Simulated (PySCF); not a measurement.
A calculated (PBE0, PySCF 2.14, aug-cc-pVTZ with one added diffuse shell each of s, p, d, f, g type, the non-relativistic Hamiltonian (point nucleus)) atom or ion has these occupied shells.

```tsv
shell	electrons	orbital energy (eV)	rms radius, mean of both spins (bohr)
1s β	1	-8180.0	0.0634
1s α	1	-8180.0	0.0634
2s α	1	-989.77	0.269
2s β	1	-988.41	0.269
2p α	3	-864.13	0.240
2p β	3	-862.99	0.240
3s α	1	-124.82	0.806
3s β	1	-121.84	0.806
3p α	3	-86.029	0.852
3p β	3	-82.742	0.852
3d α	5	-21.654	1.12
3d β	3	-19.985	1.12
4s β	1	-13.971	2.80
```

Q: Name the element and its charge.

A: Ni⁺ (nickel, charge +1), in [Ar] 3d8 4s1, 4s spin antiparallel (an excited configuration).
